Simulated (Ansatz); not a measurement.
```yaml
crystal:
  periodic: [false, false, false]
  atoms:
    - {symbol: C, position_ang: [-2.168530, 0.607079, 1.036734]}
    - {symbol: Si, position_ang: [-1.012452, 1.457809, -0.141703]}
    - {symbol: O, position_ang: [0.329823, 0.533963, -0.493773]}
    - {symbol: B, position_ang: [0.759853, -0.680744, -0.110253]}
    - {symbol: Si, position_ang: [2.511870, -1.429186, -0.815483]}
    - {symbol: H, position_ang: [-1.683101, 0.393974, 1.991504]}
    - {symbol: H, position_ang: [-2.540924, -0.333280, 0.624764]}
    - {symbol: H, position_ang: [-3.027627, 1.255783, 1.230718]}
    - {symbol: H, position_ang: [-0.503118, 2.728400, 0.431463]}
    - {symbol: H, position_ang: [-1.677861, 1.733691, -1.439150]}
    - {symbol: H, position_ang: [0.090346, -1.327519, 0.662361]}
    - {symbol: H, position_ang: [3.220831, -0.516447, -1.754168]}
    - {symbol: H, position_ang: [3.426490, -1.731095, 0.324467]}
    - {symbol: H, position_ang: [2.261502, -2.721529, -1.518582]}
basis:
  gaussian: {orbitals: pcseg-2}
magnetization: {spin_polarized: true, initial_magnetization: 8}
hamiltonian: {xc: {name: PBEsol}, dispersion: d4}
```

```sh
$ ansatz run in.yaml --threads 4 --pin off --events-out ev --progress --plain --max-ram 10444MiB
```

Output, abridged:

```
Functional definition: PBEsol
1476 factors; their error is unknown
mean field evaluation 1: about -19554.2066 eV, gradient 6.9e1 eV
mean field evaluation 2: about -18872.1836 eV, gradient 2.6e2 eV
mean field evaluation 4: about -19566.1392 eV, gradient 4.0e1 eV
mean field evaluation 8: about -19566.1456 eV, gradient 4.0e1 eV
mean field evaluation 16: about -19582.0841 eV, gradient 2.9e-1 eV
mean field evaluation 32: about -19582.0861 eV, gradient 2.0e-5 eV
mean field -19582.08607592 eV, -719.6283900753 hartree, gradient 4.6e-6 eV, S^2 20.006032; 10 other end points of the search recorded, 0 dependent functions left out
reference -19582.08614815 eV, -719.6283927297 hartree; 32, 24 occupied and 252, 260 virtual orbitals, 1476 factors
Total energy: -19582.18724964 eV, -719.6321081411 hartree
```

In this input the spin is set far too high for this molecule. The run converged. The result belongs to that input, not to the molecule as meant.
